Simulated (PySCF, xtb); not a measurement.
In(F)(Cl)(vinyl) (C2H3ClFIn), SMILES [F][In]([Cl])[CH]=C.

GFN2-xTB run with xtb 6.7.1 at its own geometry gives an orbital gap of 3.10 eV and a dipole moment of 5.65 D.

Coordinates come from a B3LYP-D3(BJ)/def2-SVP optimisation. The structure was generated by enumeration; whether it is a known compound was not checked. The def2 effective core potentials stand for the cores of In; spin–orbit coupling is left out. The values are those of a single conformer.

What does ωB97X/def2-TZVP (PySCF) give? (An estimate is asked for; the answer gives what the named calculation found.)

gap 11.02 eV (levels -11.07 and -0.05 eV), dipole 4.29 D.
